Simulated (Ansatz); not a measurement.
This geometry of Cl$_{3}$H$_{3}$OSZr (9 atoms, charge 0, multiplicity 1) is a first-order saddle point.

Theory: RKS PBE0-D4/def2-SVP (Ansatz 0.2.0).

```xyz
9
Properties=species:S:1:pos:R:3
Zr 0.169 -0.351 -0.085
O -0.050 -0.255 1.984
H -0.454 0.362 2.608
Cl 2.174 0.370 -1.025
Cl -1.191 1.568 -0.198
Cl -1.026 -1.880 -1.388
S 1.415 -2.380 1.278
H 0.383 -3.248 1.182
H 0.618 -1.286 2.146
```

Which two structures does it join? (They come from a converged band through this point; their orientation in space is the band's.)

Bonds broken: S7–H9. Bonds formed: O2–H9.

Initial state:

```xyz
9
Properties=species:S:1:pos:R:3
Zr -0.063 -0.101 0.044
O -0.526 -0.018 1.881
H -0.934 0.346 2.668
Cl 2.204 0.446 -0.395
Cl -1.123 1.823 -0.790
Cl -1.228 -1.776 -1.168
S 1.344 -2.546 0.815
H 0.374 -3.162 1.527
H 1.990 -2.112 1.920
```

Final state:

```xyz
9
Properties=species:S:1:pos:R:3
Zr 0.280 -0.557 -0.041
O -0.855 -0.611 1.992
H -0.941 0.224 2.472
Cl 1.776 -0.453 -1.837
Cl 0.024 1.749 0.474
Cl -1.554 -1.662 -0.995
S 1.655 -1.998 1.394
H 2.472 -2.451 0.418
H -0.818 -1.341 2.625
```

How far does it lie above each of them?

0.59 eV above the first and 0.56 eV above the second. This is the barrier of this one path; another mechanism may lie lower. The orbitals stay closed-shell, which can raise the energy where a bond breaks towards radicals; this wasn't checked here.

Run time: 13 min on 4 threads of Arm Neoverse V1, on a shared host, peak memory 0.49 GiB.
